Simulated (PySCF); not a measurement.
H2O, SMILES [OH2+], charge +1, multiplicity 2. Geometry optimised at PBE0-D3(BJ)/def2-TZVPD.

Q: Give the equilibrium geometry at PBE0-D3(BJ)/def2-TZVPD (PySCF confirms it by a frequency run) as a Z-matrix, and its point group. (An estimate is asked for; the answer gives what the named calculation found.)

A: point group C2v.
```
O
H 1 1.0043
H 1 1.0043 2 109.55
```
Charge +1, spin multiplicity 2.
